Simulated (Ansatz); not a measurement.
`F[SiH](Cl)C[SiH3]` → `C[SiH](F)Cl` + `[SiH2]`  (silylene formation by 1,1-elimination)

Computed with Ansatz on PBE0-D4/def2-TZVP structures; ΔE is electronic, products minus reactants. CCSD(T)/CBS adds triple-zeta CCSD(T) − MP2 to the extrapolated MP2 energy (def2 sets, frozen cores). This one scheme is used for every species. Functionals use def2-TZVPP. B3LYP here is the variant with VWN-RPA as its local correlation; programs differ in this. One conformer a species, not always the lowest.

`F[SiH](Cl)C[SiH3]`:

Z-matrix (Å, degrees):
```
Si
Cl 1 2.045
C 1 1.842 2 111.0
F 1 1.594 2 107.3 3 119.5
H 1 1.477 2 107.8 3 -124.7
Si 3 1.881 1 115.1 2 174.0
H 3 1.096 1 107.6 2 -64.6
H 3 1.095 1 108.9 2 51.1
H 6 1.484 3 110.2 1 -67.8
H 6 1.486 3 109.9 1 171.8
H 6 1.487 3 109.8 1 52.3
```

`C[SiH](F)Cl`:

Z-matrix (Å, degrees):
```
C
Si 1 1.843
H 1 1.093 2 110.3
H 1 1.092 2 110.4 3 119.9
H 1 1.092 2 110.5 3 -120.1
F 2 1.594 1 109.4 3 60.6
Cl 2 2.046 1 110.3 3 178.7
H 2 1.477 1 114.2 3 -59.8
```

`[SiH2]`:

```xyz
3

Si    0.608    0.125    0.348
H    -0.736    0.840    0.258
H     0.128   -0.964   -0.606
```

```tsv
level	ΔE (kJ/mol)
B3LYP-D4	231.1
r2SCAN	253.7
```

What does CCSD(T)/CBS give? (Best estimate.)

The calculation gave: +237.6 kJ/mol. The listed levels differ from it by -6.5, 16.1 kJ/mol.

Largest T1 diagnostic among the species: 0.014.

In def2-TZVPP, CCSD(T) changes the Hartree–Fock value by +16.1 kJ/mol (the triples alone add +5.0 kJ/mol) and MP2 by +36.4 kJ/mol. From PBE to PBE0 (25 % exact exchange), in def2-TZVPP and without D4, ΔE moves by +9.9 kJ/mol.
